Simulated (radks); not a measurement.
Problem. All-electron atom: Ge2+ in [Ar] 3d10 4s2. Method: scalar-relativistic Kohn-Sham, PBE, spin-polarised, spherical densities, finite nucleus; Fermi nuclear charge, rms radius 4.0742 fm; computed with a radial shooting solver on a logarithmic mesh with Libxc functionals. Some entries of the table are withheld. Estimate them.

| orbital | occ. | eigenvalue (eV) | r(max) (bohr) | <r^2> (bohr^2) |
|---|---|---|---|---|
| 1s | 2 | (1) | 0.03073 | 0.002973 |
| 2s | 2 | -1391.776 | 0.1760 | 0.05203 |
| 2p | 6 | -1218.739 | 0.1412 | 0.04135 |
| 3s | 2 | -188.4411 | 0.5424 | 0.4494 |
| 3p | 6 | -135.5729 | (2) | 0.4926 |
| 3d | 10 | -49.1947 | 0.5036 | (3) |
| 4s | 2 | (4) | 1.671 | 4.290 |
| 4p | 0 | (5) | 1.972 | 6.235 |

Solution. 
(1) 1s eigenvalue (eV): -10981.27
(2) 3p r(max) (bohr): 0.5431
(3) 3d <r^2> (bohr^2): 0.6832
(4) 4s eigenvalue (eV): -29.2496
(5) 4p eigenvalue (eV): -19.8063
